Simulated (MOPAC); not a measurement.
A run for MOPAC: PM7 on GaGe+, 2S+1 = 3, a spin state set in the input, which need not be the lowest, a point of a bond scan (R = 3.049 Å). Charge +1.

```
PM7 1SCF PRECISE CHARGE=1 UHF MS=1 THREADS=1
GaGe

Ga     0.00000000 1     0.00000000 1     0.00000000 1
Ge     0.00000000 1     0.00000000 1     3.04914800 1
```

Output:

```
*******************************************************************************
 **                                                                           **
 **                              MOPAC v23.2.5                                **
 **                                                                           **
 *******************************************************************************
 ** MOPAC's Digital Object Identifier: https://doi.org/10.5281/zenodo.6511958 **
 **                                                                           **
 ** Please cite the open-source release paper for use of this MOPAC version:  **
 ** J. E. Moussa and J. J. P. Stewart (2026)                                  **
 ** MOPAC: An open-source semiempirical molecular orbital program             **
 ** J. Open Source Softw., 11(119), 8025, https://doi.org/10.21105/joss.08025 **
 *******************************************************************************

                              PM7 CALCULATION RESULTS

 *******************************************************************************
 *  PM7        - The PM7 Hamiltonian to be used
 *  UHF        - UNRESTRICTED HARTREE-FOCK CALCULATION
 *
 *
 *
 *                 CHARGE ON SYSTEM = +1
 *
 *
 *
 *  MS=        - IN MECI, MAGNETIC COMPONENT OF SPIN =  1.0
 *  PRECISE    - TIGHTER CRITERIA TO BE USED
 *  1SCF       - DO 1 SCF AND THEN STOP
 *  THREADS=1  - MULTI-THREADING NOT USED
 *  T=         - A TIME OF 172800.0 SECONDS REQUESTED
 *  DUMP=N     - RESTART FILE WRITTEN EVERY 7200.0 SECONDS REQUESTED
 *******************************************************************************
PM7 1SCF PRECISE CHARGE=1 UHF MS=1 THREADS=1
 GaGe

   ATOM   CHEMICAL          X               Y               Z
  NUMBER   SYMBOL      (ANGSTROMS)     (ANGSTROMS)     (ANGSTROMS)

     1      Ga          0.00000000  *   0.00000000  *   0.00000000  *
     2      Ge          0.00000000  *   0.00000000  *   3.04914800  *



          CARTESIAN COORDINATES

    NO.       ATOM           X           Y           Z

     1        Ga          0.0000      0.0000      0.0000
     2        Ge          0.0000      0.0000      3.0491

 General Reference for PM7:
 "Optimization of Parameters for Semiempirical Methods VI: More Modifications to the
 NDDO Approximations and Re-optimization of Parameters", J. J. P. Stewart, J. Mol. Mod., 1:32, 19 (2013)
 https://link.springer.com/article/10.1007/s00894-012-1667-x

           Empirical Formula: Ga Ge  =     2 atoms



      MOLECULAR POINT GROUP   :   C*v


          UHF CALCULATION, NO. OF ALPHA ELECTRONS =    4
                           NO. OF BETA  ELECTRONS =    2

 -------------------------------------------------------------------------------
 PM7 1SCF PRECISE CHARGE=1 UHF MS=1 THREADS=1
 GaGe



     1SCF WAS SPECIFIED, SO BFGS WAS NOT USED
     SCF FIELD WAS ACHIEVED


                              PM7 CALCULATION
                                                       MOPAC v23.2.5 Linux




          FINAL HEAT OF FORMATION =        268.25336 KCAL/MOL =    1122.37205 KJ/MOL


          COSMO AREA              =        111.22 SQUARE ANGSTROMS
          COSMO VOLUME            =         99.84 CUBIC ANGSTROMS

          IONIZATION POTENTIAL    =         10.103764 EV
          ALPHA SOMO LUMO (EV)    =        -10.104 -5.599
          BETA  SOMO LUMO (EV)    =        -16.171 -5.505
          NO. OF ALPHA ELECTRONS  =          4
          NO. OF BETA  ELECTRONS  =          2
          MOLECULAR WEIGHT        =        142.3250         POINT GROUP:  C*v

          MOLECULAR DIMENSIONS (Angstroms)

            Atom       Atom       Distance
           Ge     2   Ga     1     3.04915
           Ge     2   Ga     1     0.00000
           Ga     1   Ge     2     0.00000


          SCF CALCULATIONS        =          1





   ATOM   CHEMICAL          X               Y               Z
  NUMBER   SYMBOL      (ANGSTROMS)     (ANGSTROMS)     (ANGSTROMS)

     1      Ga          0.00000000  *   0.00000000  *   0.00000000  *
     2      Ge          0.00000000  *   0.00000000  *   3.04914800  *

                             CARTESIAN COORDINATES

   1   Ga        0.000000000     0.000000000     0.000000000
   2   Ge        0.000000000     0.000000000     3.049148000


           Empirical Formula: Ga Ge  =     2 atoms



      MOLECULAR POINT GROUP   :   C*v


          ALPHA EIGENVALUES
 -22.06608 -17.65727 -10.10376 -10.10376  -5.59946  -5.33947  -5.33947  -4.44007


           BETA EIGENVALUES
 -21.97474 -16.17079  -5.50535  -5.34698  -5.34698  -3.77567  -3.03719  -3.03719


              NET ATOMIC CHARGES AND DIPOLE CONTRIBUTIONS

  ATOM NO.   TYPE          CHARGE      No. of ELECS.   s-Pop       p-Pop
    1         Ga           0.995869        2.0041     1.95107     0.05306
    2         Ge           0.004131        3.9959     1.96583     2.03004
 DIPOLE           X         Y         Z       TOTAL
 POINT-CHG.     0.000     0.000    -7.409     7.409
 HYBRID         0.000     0.000     0.384     0.384
 SUM            0.000     0.000    -7.025     7.025


          ATOMIC ORBITAL ELECTRON POPULATIONS

     Atom    s        px        py        pz
    1 Ga   1.95107   0.01337   0.01337   0.02631
    2 Ge   1.96583   0.98663   0.98663   0.05678


                    (SZ)    =    1.000000
                    (S**2)  =    2.001309


          ATOMIC ORBITAL SPIN POPULATIONS

    Atom   Total    s     px     py     pz
         Atomic
    1 Ga  0.0176 -0.004  0.013  0.013 -0.005
    2 Ge  1.9824  0.008  0.987  0.987  0.001

 **********************
 *                    *
 * JOB ENDED NORMALLY *
 *                    *
 **********************




 == MOPAC DONE ==
```

The run finished.

Cost: roughly 0.020 core-seconds.
